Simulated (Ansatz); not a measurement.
Ansatz (a first-principles code) input (HF/3-21G): The .json file is the Basis Set Exchange's 3-21G.

Ansatz 0.2 input:
```yaml
crystal:
  periodic: [false, false, false]
  atoms:
    - {symbol: N, position_ang: [-0.02700000, 0.15274600, -1.17841900]}
    - {symbol: N, position_ang: [0.06098600, -0.33245300, -0.09505200]}
    - {symbol: O, position_ang: [-0.02973800, 0.15724300, 1.11428800]}
basis:
  gaussian:
    orbitals: 3-21G.json
hamiltonian:
  xc: {name: HF}
total_charge: -1
magnetization: {spin_polarized: true, initial_magnetization: 1}
relax: {f_tol: 0.003, max_steps: 120}
```

From the output:

```
relax step   4: F+E_penalty+E_count = -4968.29324335 eV  Δ(F+E_penalty+E_count) = -6.291e-3 eV  max|allowed force component| = 6.740e-1 eV/Å  Δτ_max = 0.0519 Å  (67 SCF iters, accepted)
these checks for a lower state are left out or cut short: starts, cluster_reference, orbital_swaps, neighbouring_geometries, increment
integrals: 0.00 GiB planned
379 factors; integrals over basis functions are off by at most 4.3e-5 eV
mean field: 0.06 GiB planned
mean field -4968.31010465 eV, -182.5820287044 hartree, gradient 1.2e-5 eV, S^2 1.051827; 0 other end points of the search recorded, 0 dependent functions left out
the calculation of the forces begins
reference -4968.31010465 eV, -182.5820287044 hartree; 12, 11 occupied and 15, 16 virtual orbitals, 379 factors
relax step   5: F+E_penalty+E_count = -4968.31010465 eV  Δ(F+E_penalty+E_count) = -1.686e-2 eV  max|allowed force component| = 4.267e-1 eV/Å  Δτ_max = 0.0294 Å  (63 SCF iters, accepted)
these checks for a lower state are left out or cut short: starts, cluster_reference, orbital_swaps, neighbouring_geometries, increment
integrals: 0.00 GiB planned
379 factors; integrals over basis functions are off by at most 4.5e-5 eV
mean field: 0.06 GiB planned
mean field -4968.31373763 eV, -182.5821622139 hartree, gradient 1.1e-5 eV, S^2 1.041520; 0 other end points of the search recorded, 0 dependent functions left out
the calculation of the forces begins
reference -4968.31373763 eV, -182.5821622139 hartree; 12, 11 occupied and 15, 16 virtual orbitals, 379 factors
relax step   6: F+E_penalty+E_count = -4968.31373763 eV  Δ(F+E_penalty+E_count) = -3.633e-3 eV  max|allowed force component| = 4.017e-1 eV/Å  Δτ_max = 0.0083 Å  (72 SCF iters, accepted)
these checks for a lower state are left out or cut short: starts, cluster_reference, orbital_swaps, neighbouring_geometries, increment
integrals: 0.00 GiB planned
379 factors; integrals over basis functions are off by at most 5.8e-5 eV
mean field: 0.06 GiB planned
mean field evaluation 96: about -4968.3250 eV, gradient 1.9e-2 eV
mean field -4968.32503526 eV, -182.5825773941 hartree, gradient 1.7e-5 eV, S^2 0.983530; 0 other end points of the search recorded, 0 dependent functions left out
the calculation of the forces begins
reference -4968.32503526 eV, -182.5825773941 hartree; 12, 11 occupied and 15, 16 virtual orbitals, 379 factors
relax step   7: F+E_penalty+E_count = -4968.32503526 eV  Δ(F+E_penalty+E_count) = -1.130e-2 eV  max|allowed force component| = 1.944e-1 eV/Å  Δτ_max = 0.0432 Å  (79 SCF iters, accepted)
these checks for a lower state are left out or cut short: starts, cluster_reference, orbital_swaps, neighbouring_geometries, increment
integrals: 0.00 GiB planned
379 factors; integrals over basis functions are off by at most 6.3e-5 eV
mean field: 0.06 GiB planned
mean field -4968.32671473 eV, -182.5826391135 hartree, gradient 1.1e-5 eV, S^2 0.995477; 0 other end points of the search recorded, 0 dependent functions left out
the calculation of the forces begins
reference -4968.32671473 eV, -182.5826391135 hartree; 12, 11 occupied and 15, 16 virtual orbitals, 379 factors
relax step   8: F+E_penalty+E_count = -4968.32671473 eV  Δ(F+E_penalty+E_count) = -1.679e-3 eV  max|allowed force component| = 4.325e-2 eV/Å  Δτ_max = 0.0140 Å  (79 SCF iters, accepted)
these checks for a lower state are left out or cut short: starts, cluster_reference, orbital_swaps, neighbouring_geometries, increment
integrals: 0.00 GiB planned
379 factors; integrals over basis functions are off by at most 6.8e-5 eV
mean field: 0.06 GiB planned
mean field -4968.32691283 eV, -182.5826463935 hartree, gradient 1.2e-5 eV, S^2 0.998599; 0 other end points of the search recorded, 0 dependent functions left out
the calculation of the forces begins
reference -4968.32691283 eV, -182.5826463935 hartree; 12, 11 occupied and 15, 16 virtual orbitals, 379 factors
relax step   9: F+E_penalty+E_count = -4968.32691283 eV  Δ(F+E_penalty+E_count) = -1.981e-4 eV  max|allowed force component| = 5.592e-3 eV/Å  Δτ_max = 0.0112 Å  (82 SCF iters, accepted)
these checks for a lower state are left out or cut short: starts, cluster_reference, orbital_swaps, neighbouring_geometries, increment
integrals: 0.00 GiB planned
379 factors; integrals over basis functions are off by at most 6.7e-5 eV
mean field: 0.06 GiB planned
mean field evaluation 128: about -4968.3269 eV, gradient 1.7e-5 eV
mean field -4968.32692257 eV, -182.5826467514 hartree, gradient 1.7e-5 eV, S^2 0.998677; 0 other end points of the search recorded, 0 dependent functions left out
the calculation of the forces begins
reference -4968.32692257 eV, -182.5826467514 hartree; 12, 11 occupied and 15, 16 virtual orbitals, 379 factors
relax step  10: F+E_penalty+E_count = -4968.32692257 eV  Δ(F+E_penalty+E_count) = -9.740e-6 eV  max|allowed force component| = 2.530e-3 eV/Å  Δτ_max = 0.0024 Å  (71 SCF iters, accepted)
integrals: 0.00 GiB planned
379 factors; integrals over basis functions are off by at most 6.7e-5 eV
mean field: 0.06 GiB planned
mean field evaluation 160: about -4967.6903 eV, gradient 2.9e0 eV
mean field evaluation 192: about -4968.0209 eV, gradient 9.4e-1 eV
mean field evaluation 224: about -4967.2173 eV, gradient 1.7e0 eV
mean field evaluation 256: about -4963.2431 eV, gradient 1.2e1 eV
mean field evaluation 288: about -4964.1519 eV, gradient 4.0e0 eV
mean field evaluation 320: about -4967.8273 eV, gradient 3.1e-1 eV
mean field evaluation 352: about -4965.5608 eV, gradient 2.2e-1 eV
mean field evaluation 384: about -4967.9757 eV, gradient 2.2e0 eV
mean field -4968.32692257 eV, -182.5826467514 hartree, gradient 1.7e-5 eV, S^2 0.998677; 6 other end points of the search recorded, 0 dependent functions left out
the calculation of the forces begins
reference -4968.32692257 eV, -182.5826467514 hartree; 12, 11 occupied and 15, 16 virtual orbitals, 379 factors
Total energy: -4968.32692257 eV, -182.5826467514 hartree
Atom 0 at    -0.034544     0.193882    -1.168628 Å, force     0.000246    -0.001355     0.002530 eV/Å
Atom 1 at     0.085035    -0.463245    -0.200137 Å, force    -0.000234     0.001289    -0.002161 eV/Å
Atom 2 at    -0.046243     0.246900     1.209582 Å, force    -0.000012     0.000066    -0.000369 eV/Å
Dipole moment:     0.018126    -0.097326    -0.354009 e Å
```

The dipole moment of an ion depends on the origin.

The geometry given is a B3LYP-D3(BJ)/def2-TZVP minimum.

The determinant is spin-contaminated: <S^2> is 1.00 against 0.75 for a pure state.
